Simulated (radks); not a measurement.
Effect of the nuclear size on the xenon ion Xe+, [Kr] 4d10 5s2 5p5. All-electron calculation, Dirac Kohn-Sham, exchange-only LDA, spin-unpolarised, spherical densities, finite nucleus; open shells fill j = l - 1/2 first; Fermi nuclear charge, rms radius 4.7859 fm. Program: a radial shooting solver on a logarithmic mesh with Libxc functionals. The rms radius is varied about that value; shifts are against it.

rms radius (fm),total energy shift (eV),density at nucleus (e/bohr^3),1s1/2 shift (meV),2s1/2 shift (meV),4p1/2 shift (meV),5s1/2 shift (meV),5p1/2 shift (meV),5p3/2 shift (meV),6s1/2 (empty) shift (meV)
3.9005,-2.25,2.806e+05,-938,-111,0.345,-0.651,0.070,0.078,-0.085
4.4461,-0.906,2.741e+05,-379,-44.8,0.139,-0.263,0.028,0.032,-0.034
4.7859,0,2.705e+05,0.000,0.000,0.000,0.000,0.000,0.000,0.000
5.1688,1.09,2.668e+05,454,53.7,-0.167,0.315,-0.034,-0.038,0.041
5.9632,3.56,2.6e+05,1490,176,-0.546,1.03,-0.111,-0.124,0.134

Slopes of the eigenvalues against <r^2> in GHz/fm^2, as finite differences over the two radii next to the reference (eigenvalue slopes, not the field-shift constants of lines): 1s1/2 29000, 2s1/2 3420, 4p1/2 -10.6, 5s1/2 20.1, 5p1/2 -2.16, 5p3/2 -2.41, 6s1/2 (empty) 2.61.
